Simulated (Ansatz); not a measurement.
Reaction (formal loss of a carbene): `C[CH](Cl)[SnH3]` → `Cl[CH2][SnH3]` + `[CH2]` (triplet)

Program: Ansatz. Geometries: PBE0-D4/def2-TZVP. ΔE: electronic, gas phase. CCSD(T)/CBS adds triple-zeta CCSD(T) − MP2 to the extrapolated MP2 energy (def2 sets, frozen cores). This one scheme is used for every species. DFT in def2-TZVPP. Triplets are unrestricted, without spin–orbit coupling. def2 core potentials past Kr. For Sn outer-core shells are correlated without core-valence functions, which leaves a few kJ/mol of doubt a bond.

Q: Is it downhill or uphill in electronic energy at CCSD(T)/CBS, and by how much? (An estimate is asked.)

A: The calculation gave: Uphill: ΔE = +105.8 kcal/mol.

Q: What do these levels give: r2SCAN-D4, PBE0-D4, ωB97X-V, ωB97M-V, HF/def2-TZVPP, MP2/def2-TZVPP, HF/def2-QZVPP, MP2/def2-QZVPP, SCS-MP2/def2-QZVPP, HF/CBS(def2), MP2/CBS(def2), CCSD/CBS(def2)? (An estimate is asked.)

A: The calculation gave: r2SCAN-D4 100.1, PBE0-D4 104.7, ωB97X-V 107.6, ωB97M-V 105.8, HF/def2-TZVPP 68.7, MP2/def2-TZVPP 106.6, HF/def2-QZVPP 68.7, MP2/def2-QZVPP 108.2, SCS-MP2/def2-QZVPP 108.2, HF/CBS(def2) 68.7, MP2/CBS(def2) 109.5, CCSD/CBS(def2) 102.8 kcal/mol.

Largest T1 diagnostic among the species: 0.012.

In def2-TZVPP, CCSD(T) changes the Hartree–Fock value by +34.2 kcal/mol (the triples alone add +3.0 kcal/mol) and MP2 by +37.9 kcal/mol. The D4 term adds +3.2 kcal/mol with B3LYP and +1.7 kcal/mol with PBE0; it sums over pairs of atoms, weighted by their polarisabilities, and B3LYP, whose exchange is more repulsive, gets the larger term.

B3LYP here is the variant with VWN-RPA as its local correlation; programs differ in this.
